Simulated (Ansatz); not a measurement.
Total energies of `CBCC`.

```
atom   x (Å)   y (Å)   z (Å)
  C1  -1.414  -0.551   0.872
  B2   0.020   0.013   1.101
  C3   1.029   0.394  -0.028
  C4   0.617   0.191  -1.479
  H5  -2.104   0.284   1.070
  H6  -1.688  -1.317   1.602
  H7  -1.627  -0.911  -0.136
  H8   0.375   0.207   2.236
  H9   1.957  -0.157   0.193
 H10   1.326   1.438   0.152
 H11   0.387  -0.857  -1.685
 H12   1.403   0.496  -2.174
 H13  -0.278   0.770  -1.723
```

The species carries charge 0 and has multiplicity 1. The structure was optimised at the PBE0-D4/def2-TZVP level. It is one conformer, not always the lowest. Basis def2-TZVPP, Ansatz 0.2.0.

RPA on PBE orbitals: Hartree–Fock energy of these orbitals -143.54354 Eh, correlation -1.11489 Eh (frozen core).

| functional | kind | energy without D4 (Eh) | D4 term (kJ/mol) |
| --- | --- | --- | --- |
| PBE | GGA | -144.40786 | -19.2 |
| revPBE | GGA | -144.58560 | -66.6 |

Q: Give the same for LDA (SPW92), BLYP, r2SCAN, B97M-V, PBE0, B3LYP, r2SCANh, r2SCAN0, HSE06 (plane-wave form), BHLYP, CAM-B3LYP, LC-ωPBE, ωB97X-V, ωB97M-V, B2PLYP, PBE-QIDH. (Best estimate.)

A: The calculation gave: 
```
             functional                                       kind  energy without D4 (Eh)  D4 term (kJ/mol)
            LDA (SPW92)                                        LDA              -143.18043                 –
                   BLYP                                        GGA              -144.53856             -43.0
                 r2SCAN                                   meta-GGA              -144.53555              -5.0
                 B97M-V                         meta-GGA with VV10              -144.65035                 –
                   PBE0         global hybrid, 25 % exact exchange              -144.44386             -16.1
                  B3LYP                        global hybrid, 20 %              -144.65139             -30.5
                r2SCANh                      meta-GGA hybrid, 10 %              -144.53236              -5.2
                r2SCAN0                      meta-GGA hybrid, 25 %              -144.52828              -5.7
HSE06 (plane-wave form)                            screened hybrid              -144.43372             -14.8
                  BHLYP                        global hybrid, 50 %              -144.54448             -21.0
              CAM-B3LYP                     range-separated hybrid              -144.54296             -16.0
                LC-ωPBE                long-range corrected hybrid              -144.54251                 –
                ωB97X-V       range-separated hybrid GGA with VV10              -144.59493                 –
                ωB97M-V  range-separated hybrid meta-GGA with VV10              -144.53724                 –
                 B2PLYP                              double hybrid              -144.48520                 –
               PBE-QIDH                              double hybrid              -144.42481                 –
```

B3LYP takes the VWN-RPA correlation (the form of Gaussian; ORCA's B3LYP/G). HSE06 is the plane-wave form, built on full-range PBE exchange. The double hybrids freeze the cores in their second-order part.

LC-ωPBE has ω = 0.4 bohr⁻¹.
